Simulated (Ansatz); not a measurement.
Ansatz (a first-principles code) input:
A basis named .json is the Basis Set Exchange file of that set.

Ansatz 0.2 input:
```yaml
crystal:
  periodic: [false, false, false]
  atoms:
    - {symbol: Si, position_ang: [0.00214371, -0.01370182, 0.05877327]}
    - {symbol: C, position_ang: [1.74297543, 0.27800207, -0.58906731]}
    - {symbol: C, position_ang: [-0.97893547, -1.05593853, -1.16294346]}
    - {symbol: C, position_ang: [-0.85843566, 1.61743106, 0.36226972]}
    - {symbol: N, position_ang: [0.03523985, -0.89122367, 1.58704592]}
    - {symbol: H, position_ang: [1.71312592, 0.86219723, -1.51254411]}
    - {symbol: H, position_ang: [2.25160186, -0.66403599, -0.80484281]}
    - {symbol: H, position_ang: [2.34690200, 0.83067797, 0.13349035]}
    - {symbol: H, position_ang: [-1.08431973, -0.51702059, -2.10824730]}
    - {symbol: H, position_ang: [-1.97958051, -1.27042511, -0.78419552]}
    - {symbol: H, position_ang: [-0.48170200, -2.00549099, -1.36965291]}
    - {symbol: H, position_ang: [-1.86428932, 1.45605519, 0.75509369]}
    - {symbol: H, position_ang: [-0.94279252, 2.19853941, -0.55909705]}
    - {symbol: H, position_ang: [-0.30980893, 2.21897290, 1.09004193]}
    - {symbol: H, position_ang: [0.64054656, -1.71604657, 1.56625285]}
basis:
  gaussian:
    orbitals: cc-pV_T+d_Z.json
hamiltonian:
  xc: pbe
magnetization: {spin_polarized: true, initial_magnetization: 1}
correlation: {method: rpa, electrons: outside_noble_gas}
```

Q: Which total energy does the run end on?

A: -464.29408 Eh (RPA@PBE/cc-pV(T+d)Z). The basis has 299 functions.

It need not be the lowest isomer of its formula.
